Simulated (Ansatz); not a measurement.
Gas-phase electronic energies from Ansatz, PBE0-D4/def2-TZVP geometries. CBS: MP2 limit from def2 TZ/QZ plus the TZ coupled-cluster correction, frozen cores. This one scheme is used for every species, atoms too. For atomizations the MP2-based limit and the directly extrapolated one differ by several kJ/mol either way, and by 10 to 25 for some Ge, Se and Sn compounds, so smaller differences from it don't rank the levels. Functionals use def2-TZVPP. B3LYP here is the variant with VWN-RPA as its local correlation; programs differ in this. HSE06 is defined as in plane-wave codes. Open shells (•) are unrestricted, without spin–orbit coupling. Spin–orbit coupling would lower the free atoms: a little for B, C, O; clearly for Ga. For Ga outer-core shells are correlated without core-valence functions, so the limit isn't a true one: a few kJ/mol of doubt a bond, and 10 to 20 or more in all where bonds break to atoms. Scalar relativity is left out up to krypton.

`[CH3][Ga]1[BH]O[CH2]1` → B• + 2 C• + Ga• + 6 H• + O•  (atomization)

| level | ΔE (kJ/mol) | difference from CCSD(T)/CBS |
| --- | --- | --- |
| LDA (SPW92) | 4620.8 | 603.7 |
| PBE-D4 | 4105.3 | 88.2 |
| revPBE-D4 | 3995.8 | -21.3 |
| BLYP-D4 | 3994.4 | -22.7 |
| r2SCAN-D4 | 4043.3 | 26.2 |
| B97M-V | 4022.0 | 4.9 |
| PBE0-D4 | 4034.0 | 16.9 |
| B3LYP-D4 | 4002.5 | -14.6 |
| r2SCANh-D4 | 4016.7 | -0.4 |
| r2SCAN0-D4 | 3979.1 | -38.0 |
| HSE06-D4 | 4037.1 | 20.0 |
| BHLYP-D4 | 3889.2 | -127.9 |
| CAM-B3LYP-D4 | 4029.4 | 12.3 |
| ωB97X-V | 4026.1 | 9.0 |
| ωB97M-V | 4023.5 | 6.4 |
| B2PLYP | 3975.2 | -41.9 |
| PBE-QIDH | 4013.3 | -3.8 |
| PBE | 4084.8 | 67.7 |
| revPBE | 3934.8 | -82.3 |
| BLYP | 3949.5 | -67.6 |
| r2SCAN | 4038.3 | 21.2 |
| PBE0 | 4016.7 | -0.4 |
| r2SCANh | 4011.4 | -5.7 |
| r2SCAN0 | 3973.2 | -43.9 |
| HSE06 | 4020.9 | 3.8 |
| BHLYP | 3862.2 | -154.9 |
| CAM-B3LYP | 4011.8 | -5.3 |
| LC-ωPBE | 4030.8 | 13.7 |
| HF/def2-SVP | 2979.3 | -1037.8 |
| MP2/def2-SVP | 3889.9 | -127.2 |
| CCSD(T)/def2-SVP | 3825.5 | -191.6 |
| HF/def2-TZVPP | 2929.8 | -1087.3 |
| MP2/def2-TZVPP | 4007.3 | -9.8 |
| SCS-MP2/def2-TZVPP | 3970.3 | -46.8 |
| CCSD/def2-TZVPP | 3865.2 | -151.9 |
| CCSD(T)/def2-TZVPP | 3930.0 | -87.1 |
| HF/def2-QZVPP | 2932.2 | -1084.9 |
| SCS-MP2/def2-QZVPP | 4028.2 | 11.1 |
| MP2/CBS(def2) | 4094.3 | 77.2 |
| CCSD/CBS(def2) | 3952.2 | -64.9 |
| CCSD(T)/CBS | 4017.1 | 0 |

Largest T1 diagnostic among the species: 0.015.

From r2SCAN to r2SCAN0 (25 % exact exchange), in def2-TZVPP and without D4, ΔE moves by −65.1 kJ/mol: exact exchange takes away binding that semilocal exchange gives to molecules. Leaving LDA and LC-ωPBE aside and taking each functional with its dispersion term where it has one, the values spread over 216.1 kJ/mol, from BHLYP-D4 to PBE-D4. LDA lies +536.1 kJ/mol from PBE without D4, its usual overbinding. In def2-TZVPP, CCSD(T) changes the Hartree–Fock value by +1000.3 kJ/mol (the triples alone add +64.9 kJ/mol) and MP2 by +1077.5 kJ/mol; breaking electron pairs costs correlation energy, which Hartree–Fock lacks.
